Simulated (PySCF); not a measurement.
A species of formula C7H13NSi2 has this rotational fingerprint, computed with PBE0/pcSseg-1 in PySCF (dipole) on a GFN2-xTB geometry, gas phase:

| Property | Result |
| --- | --- |
| Rotational constants | A = 2950, B = 341.8, C = 310.4 MHz |
| Dipole components | \|μa\| = 1.93 D, \|μb\| = 0.84 D, \|μc\| = 0.07 D |
| Inertial defect | -22.01 u·Å² |
| κ | -0.98 |

Question: Which candidate fits, each taken in the one conformer that was computed?
A. `[N:1]#[C:2][CH2:3][CH2:4][C@@H:5]1[CH2:6][SiH2:7][CH:8]=[C:9]1[SiH3:10]` with C2–C3–C4–C5 179°, C3–C4–C5–C6 66°, C4–C5–C6–Si7 -108°, C5–C6–Si7–C8 -12°, C6–Si7–C8–C9 6°, C4–C5–C9–C8 112°
B. `[SiH3:1][CH2:2][CH2:3][SiH2:4][c:5]1[cH:6][cH:7][n:8][cH:9][cH:10]1` with Si1–C2–C3–Si4 179°, C2–C3–Si4–C5 177°, C3–Si4–C5–C6 167°
C. `[CH:1]#[C:2][SiH2:3][Si@H:4]1[CH2:5][C@@H:6](/[CH:7]=[N:8]/[CH3:9])[CH2:10]1` with C2–Si3–Si4–C5 137°, C5–C6–C7–N8 57°, Si3–Si4–C5–C6 94°, Si4–C5–C6–C7 -93°, C5–C6–C10–Si4 -22°, Si3–Si4–C10–C6 -94°
D. `[SiH3:1][CH2:2][CH2:3][SiH2:4][c:5]1[cH:6][cH:7][cH:8][cH:9][n:10]1` with Si1–C2–C3–Si4 178°, C2–C3–Si4–C5 -173°, C3–Si4–C5–C6 -179°
E. `[CH3:1][C:2]#[C:3][CH2:4][CH2:5][CH2:6][SiH2:7][SiH2:8][C:9]#[N:10]` with C3–C4–C5–C6 65°, C4–C5–C6–Si7 -167°, C5–C6–Si7–Si8 64°, C6–Si7–Si8–C9 42°

Answer: B. It is [SiH3]CC[SiH2]c1ccncc1, a near-prolate asymmetric top, point group C1. The candidates at the same level (rigid rotor, commonest isotopes):

| SMILES | A (MHz) | B (MHz) | C (MHz) | μa (D) | μb (D) | μc (D) | Δ (u·Å²) | point group | rotor |
| --- | --- | --- | --- | --- | --- | --- | --- | --- | --- |
| [SiH3]CC[SiH2]c1ccccn1 | 2810 | 359.8 | 322.7 | 2.30 | 0.62 | 0.03 | -18.19 | near Cs | near-prolate asymmetric top |
| [SiH3]CC[SiH2]c1ccncc1 | 2950 | 341.8 | 310.4 | 1.93 | 0.84 | 0.07 | -22.01 | C1 | near-prolate asymmetric top |
| CC#CCCC[SiH2][SiH2]C#N | 1044 | 679.9 | 454.2 | 2.08 | 2.52 | 0.60 | -115.07 | C1 | asymmetric top |
| C#C[SiH2][Si@H]1C[C@@H](/C=N/C)C1 | 1496 | 674.1 | 512.0 | 2.77 | 0.51 | 0.05 | -100.44 | near Cs | asymmetric top |
| N#CCC[C@@H]1C[SiH2]C=C1[SiH3] | 1082 | 724.4 | 515.5 | 4.21 | 0.36 | 0.82 | -184.24 | C1 | asymmetric top |

`C#C[SiH2][Si@H]1C[C@@H](/C=N/C)C1` has B 97 % too high; `CC#CCCC[SiH2][SiH2]C#N` has B 99 % too high; `N#CCC[C@@H]1C[SiH2]C=C1[SiH3]` has B 112 % too high; `[SiH3]CC[SiH2]c1ccccn1` has B 5 % too high. No structure here is proved a minimum.
